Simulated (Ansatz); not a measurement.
Ansatz (a quantum-chemistry and plane-wave program) input for Ga(I)(Me)2 (C2H6GaI), SMILES [CH3][Ga]([CH3])[I], PBE0-D3(BJ)/def2-SVP. 

Ansatz 0.2 input:
```yaml
crystal:
  periodic: [false, false, false]
  atoms:
    - {symbol: Ga, position_ang: [0.89633873, 0.73704607, 0.07140234]}
    - {symbol: I, position_ang: [-1.05806108, -0.86497197, -0.08519956]}
    - {symbol: C, position_ang: [0.68057615, 2.43182161, -1.03956547]}
    - {symbol: H, position_ang: [1.43381776, 2.47686567, -1.83175708]}
    - {symbol: H, position_ang: [0.79900264, 3.32530693, -0.41988619]}
    - {symbol: H, position_ang: [-0.31123619, 2.45649527, -1.50285826]}
    - {symbol: C, position_ang: [2.38446029, 0.06319217, 1.28810781]}
    - {symbol: H, position_ang: [3.20529279, 0.77936386, 1.37082032]}
    - {symbol: H, position_ang: [2.78470811, -0.88121188, 0.90372929]}
    - {symbol: H, position_ang: [1.98893237, -0.13181604, 2.29080158]}
basis:
  gaussian:
    orbitals: def2-SVP
hamiltonian:
  xc: pbe0
  dispersion: d3bj
relax: {f_tol: 0.002, max_steps: 200}
```

Log of the run:

```
WARN ansatz: RAYON_NUM_THREADS=1 ignored (pool sized by the plan → 1); use --threads N
Functional definition: PBE0
integrals: 0.08 GiB planned
1361 factors; integrals over basis functions are off by at most 3.1e-4 eV
mean field: 0.67 GiB planned
mean field evaluation 1: about -62626.1659 eV, gradient 6.1e1 eV
mean field evaluation 2: about -62622.0533 eV, gradient 7.2e1 eV
mean field evaluation 4: about -62635.0552 eV, gradient 2.2e0 eV
mean field evaluation 8: about -62635.0745 eV, gradient 1.3e-1 eV
mean field evaluation 16: about -62635.0746 eV, gradient 2.2e-5 eV
mean field -62635.07459166 eV, -2301.7965356650 hartree, gradient 2.2e-5 eV, S^2 0.000000; 0 other end points of the search recorded, 0 dependent functions left out
the calculation of the forces begins
reference -62635.07462091 eV, -2301.7965367402 hartree; 37, 37 occupied and 79, 79 virtual orbitals, 1361 factors
relax step   1: F+E_penalty+E_count = -62635.25848198 eV  Δ(F+E_penalty+E_count) = +0.000e0 eV  max|allowed force component| = 8.425e-1 eV/Å  Δτ_max = 0.0000 Å  (27 SCF iters, accepted)
these checks for a lower state are left out or cut short: starts, cluster_reference, orbital_swaps, neighbouring_geometries, increment
integrals: 0.08 GiB planned
1361 factors; integrals over basis functions are off by at most 3.7e-4 eV
mean field: 0.67 GiB planned
mean field -62635.16017536 eV, -2301.7996808081 hartree, gradient 2.1e-5 eV, S^2 0.000000; 0 other end points of the search recorded, 0 dependent functions left out
the calculation of the forces begins
reference -62635.16020425 eV, -2301.7996818698 hartree; 37, 37 occupied and 79, 79 virtual orbitals, 1361 factors
relax step   2: F+E_penalty+E_count = -62635.34782247 eV  Δ(F+E_penalty+E_count) = -8.934e-2 eV  max|allowed force component| = 3.636e-1 eV/Å  Δτ_max = 0.0951 Å  (31 SCF iters, accepted)
these checks for a lower state are left out or cut short: starts, cluster_reference, orbital_swaps, neighbouring_geometries, increment
integrals: 0.08 GiB planned
1361 factors; integrals over basis functions are off by at most 3.9e-4 eV
mean field: 0.67 GiB planned
mean field -62635.16807861 eV, -2301.7999712472 hartree, gradient 2.0e-5 eV, S^2 0.000000; 0 other end points of the search recorded, 0 dependent functions left out
the calculation of the forces begins
reference -62635.16810744 eV, -2301.7999723066 hartree; 37, 37 occupied and 79, 79 virtual orbitals, 1361 factors
relax step   3: F+E_penalty+E_count = -62635.35647519 eV  Δ(F+E_penalty+E_count) = -8.653e-3 eV  max|allowed force component| = 5.547e-2 eV/Å  Δτ_max = 0.0347 Å  (31 SCF iters, accepted)
these checks for a lower state are left out or cut short: starts, cluster_reference, orbital_swaps, neighbouring_geometries, increment
integrals: 0.08 GiB planned
1361 factors; integrals over basis functions are off by at most 3.9e-4 eV
mean field: 0.67 GiB planned
mean field evaluation 32: about -62635.1685 eV, gradient 3.8e-1 eV
mean field -62635.16875138 eV, -2301.7999959711 hartree, gradient 2.0e-5 eV, S^2 0.000000; 0 other end points of the search recorded, 0 dependent functions left out
the calculation of the forces begins
reference -62635.16878022 eV, -2301.7999970308 hartree; 37, 37 occupied and 79, 79 virtual orbitals, 1361 factors
relax step   4: F+E_penalty+E_count = -62635.35695344 eV  Δ(F+E_penalty+E_count) = -4.783e-4 eV  max|allowed force component| = 1.438e-2 eV/Å  Δτ_max = 0.0068 Å  (24 SCF iters, accepted)
these checks for a lower state are left out or cut short: starts, cluster_reference, orbital_swaps, neighbouring_geometries, increment
integrals: 0.08 GiB planned
1361 factors; integrals over basis functions are off by at most 3.9e-4 eV
mean field: 0.67 GiB planned
mean field -62635.16882537 eV, -2301.7999986900 hartree, gradient 6.8e-6 eV, S^2 0.000000; 0 other end points of the search recorded, 0 dependent functions left out
the calculation of the forces begins
reference -62635.16885420 eV, -2301.7999997497 hartree; 37, 37 occupied and 79, 79 virtual orbitals, 1361 factors
relax step   5: F+E_penalty+E_count = -62635.35700033 eV  Δ(F+E_penalty+E_count) = -4.689e-5 eV  max|allowed force component| = 3.844e-3 eV/Å  Δτ_max = 0.0041 Å  (24 SCF iters, accepted)
these checks for a lower state are left out or cut short: starts, cluster_reference, orbital_swaps, neighbouring_geometries, increment
integrals: 0.08 GiB planned
1361 factors; integrals over basis functions are off by at most 3.9e-4 eV
mean field: 0.67 GiB planned
[...]
these checks for a lower state are left out or cut short: starts, cluster_reference, orbital_swaps, neighbouring_geometries, increment
integrals: 0.08 GiB planned
1361 factors; integrals over basis functions are off by at most 4.9e-4 eV
mean field: 0.67 GiB planned
mean field -62635.17212830 eV, -2301.8001200706 hartree, gradient 5.4e-5 eV, S^2 0.000000; 0 other end points of the search recorded, 0 dependent functions left out
the calculation of the forces begins
reference -62635.17215739 eV, -2301.8001211394 hartree; 37, 37 occupied and 79, 79 virtual orbitals, 1361 factors
relax step  51: F+E_penalty+E_count = -62635.36081894 eV  Δ(F+E_penalty+E_count) = -4.968e-6 eV  max|allowed force component| = 3.641e-3 eV/Å  Δτ_max = 0.0019 Å  (20 SCF iters, accepted)
these checks for a lower state are left out or cut short: starts, cluster_reference, orbital_swaps, neighbouring_geometries, increment
integrals: 0.08 GiB planned
1361 factors; integrals over basis functions are off by at most 4.9e-4 eV
mean field: 0.67 GiB planned
mean field evaluation 352: about -62635.1721 eV, gradient 6.4e-2 eV
mean field -62635.17212843 eV, -2301.8001200755 hartree, gradient 3.0e-5 eV, S^2 0.000000; 0 other end points of the search recorded, 0 dependent functions left out
the calculation of the forces begins
reference -62635.17215752 eV, -2301.8001211443 hartree; 37, 37 occupied and 79, 79 virtual orbitals, 1361 factors
relax step  52: F+E_penalty+E_count = -62635.36082112 eV  Δ(F+E_penalty+E_count) = -2.179e-6 eV  max|allowed force component| = 1.690e-4 eV/Å  Δτ_max = 0.0019 Å  (20 SCF iters, accepted)
these checks for a lower state are left out or cut short: starts, cluster_reference, orbital_swaps, neighbouring_geometries, increment
integrals: 0.08 GiB planned
1361 factors; integrals over basis functions are off by at most 4.9e-4 eV
mean field: 0.67 GiB planned
mean field -62635.17212871 eV, -2301.8001200857 hartree, gradient 8.0e-6 eV, S^2 0.000000; 0 other end points of the search recorded, 0 dependent functions left out
the calculation of the forces begins
reference -62635.17215780 eV, -2301.8001211546 hartree; 37, 37 occupied and 79, 79 virtual orbitals, 1361 factors
relax step  53: F+E_penalty+E_count = -62635.36082323 eV  Δ(F+E_penalty+E_count) = -2.111e-6 eV  max|allowed force component| = 2.033e-3 eV/Å  Δτ_max = 0.0049 Å  (22 SCF iters, accepted)
these checks for a lower state are left out or cut short: starts, cluster_reference, orbital_swaps, neighbouring_geometries, increment
integrals: 0.08 GiB planned
1361 factors; integrals over basis functions are off by at most 5.0e-4 eV
mean field: 0.67 GiB planned
mean field -62635.17212910 eV, -2301.8001200999 hartree, gradient 1.4e-5 eV, S^2 0.000000; 0 other end points of the search recorded, 0 dependent functions left out
the calculation of the forces begins
reference -62635.17215819 eV, -2301.8001211691 hartree; 37, 37 occupied and 79, 79 virtual orbitals, 1361 factors
relax step  54: F+E_penalty+E_count = -62635.36082570 eV  Δ(F+E_penalty+E_count) = -2.464e-6 eV  max|allowed force component| = 4.378e-3 eV/Å  Δτ_max = 0.0111 Å  (22 SCF iters, accepted)
these checks for a lower state are left out or cut short: starts, cluster_reference, orbital_swaps, neighbouring_geometries, increment
integrals: 0.08 GiB planned
1361 factors; integrals over basis functions are off by at most 5.0e-4 eV
mean field: 0.67 GiB planned
mean field -62635.17213100 eV, -2301.8001201699 hartree, gradient 4.4e-5 eV, S^2 0.000000; 0 other end points of the search recorded, 0 dependent functions left out
the calculation of the forces begins
reference -62635.17216010 eV, -2301.8001212392 hartree; 37, 37 occupied and 79, 79 virtual orbitals, 1361 factors
relax step  55: F+E_penalty+E_count = -62635.36082695 eV  Δ(F+E_penalty+E_count) = -1.253e-6 eV  max|allowed force component| = 3.237e-3 eV/Å  Δτ_max = 0.0027 Å  (19 SCF iters, accepted)
these checks for a lower state are left out or cut short: starts, cluster_reference, orbital_swaps, neighbouring_geometries, increment
integrals: 0.08 GiB planned
1361 factors; integrals over basis functions are off by at most 5.0e-4 eV
mean field: 0.67 GiB planned
mean field -62635.17213426 eV, -2301.8001202895 hartree, gradient 7.5e-6 eV, S^2 0.000000; 0 other end points of the search recorded, 0 dependent functions left out
the calculation of the forces begins
reference -62635.17216336 eV, -2301.8001213589 hartree; 37, 37 occupied and 79, 79 virtual orbitals, 1361 factors
relax step  56: F+E_penalty+E_count = -62635.36082872 eV  Δ(F+E_penalty+E_count) = -1.769e-6 eV  max|allowed force component| = 5.750e-4 eV/Å  Δτ_max = 0.0050 Å  (22 SCF iters, accepted)
these checks for a lower state are left out or cut short: starts, cluster_reference, orbital_swaps, neighbouring_geometries, increment
integrals: 0.08 GiB planned
1361 factors; integrals over basis functions are off by at most 5.0e-4 eV
mean field: 0.67 GiB planned
mean field -62635.17213499 eV, -2301.8001203164 hartree, gradient 6.8e-6 eV, S^2 0.000000; 0 other end points of the search recorded, 0 dependent functions left out
the calculation of the forces begins
reference -62635.17216410 eV, -2301.8001213859 hartree; 37, 37 occupied and 79, 79 virtual orbitals, 1361 factors
relax step  57: F+E_penalty+E_count = -62635.36082931 eV  Δ(F+E_penalty+E_count) = -5.918e-7 eV  max|allowed force component| = 6.475e-4 eV/Å  Δτ_max = 0.0050 Å  (22 SCF iters, accepted)
these checks for a lower state are left out or cut short: starts, cluster_reference, orbital_swaps, neighbouring_geometries, increment
integrals: 0.08 GiB planned
1361 factors; integrals over basis functions are off by at most 5.0e-4 eV
mean field: 0.67 GiB planned
mean field evaluation 384: about -62635.1721 eV, gradient 1.4e-1 eV
mean field -62635.17213567 eV, -2301.8001203413 hartree, gradient 7.4e-5 eV, S^2 0.000000; 0 other end points of the search recorded, 0 dependent functions left out
the calculation of the forces begins
reference -62635.17216477 eV, -2301.8001214109 hartree; 37, 37 occupied and 79, 79 virtual orbitals, 1361 factors
relax step  58: F+E_penalty+E_count = -62635.36082966 eV  Δ(F+E_penalty+E_count) = -3.508e-7 eV  max|allowed force component| = 8.074e-4 eV/Å  Δτ_max = 0.0039 Å  (19 SCF iters, accepted)
integrals: 0.08 GiB planned
1361 factors; integrals over basis functions are off by at most 5.0e-4 eV
mean field: 0.67 GiB planned
mean field -62635.17213567 eV, -2301.8001203413 hartree, gradient 7.4e-5 eV, S^2 0.000000; 1 other end points of the search recorded, 0 dependent functions left out
the calculation of the forces begins
reference -62635.17216477 eV, -2301.8001214109 hartree; 37, 37 occupied and 79, 79 virtual orbitals, 1361 factors
Total energy: -62635.36085877 eV, -2301.8070557872 hartree
Atom 0 at     0.954540     0.709374     0.009140 Å, force     0.000328     0.000086    -0.000100 eV/Å
Atom 1 at    -0.785743    -1.049185    -0.497269 Å, force    -0.000071     0.000093     0.000013 eV/Å
Atom 2 at     0.723657     2.378386    -0.987479 Å, force     0.000074    -0.000807     0.000493 eV/Å
Atom 3 at     0.744457     2.168263    -2.067934 Å, force     0.000113    -0.000045    -0.000494 eV/Å
Atom 4 at     1.503374     3.116067    -0.748492 Å, force     0.000322     0.000253     0.000122 eV/Å
Atom 5 at    -0.262977     2.809844    -0.758267 Å, force    -0.000601     0.000284     0.000045 eV/Å
Atom 6 at     2.291892     0.159260     1.328612 Å, force    -0.000319     0.000022     0.000582 eV/Å
Atom 7 at     3.033032     0.948190     1.522501 Å, force    -0.000068    -0.000288    -0.000168 eV/Å
Atom 8 at     2.811087    -0.743749     0.972097 Å, force    -0.000088     0.000356     0.000042 eV/Å
Atom 9 at     1.790512    -0.104359     2.272687 Å, force     0.000310     0.000047    -0.000535 eV/Å
Dipole moment:     0.409177     0.413739     0.119306 e Å
```

Self-consistency was reached.
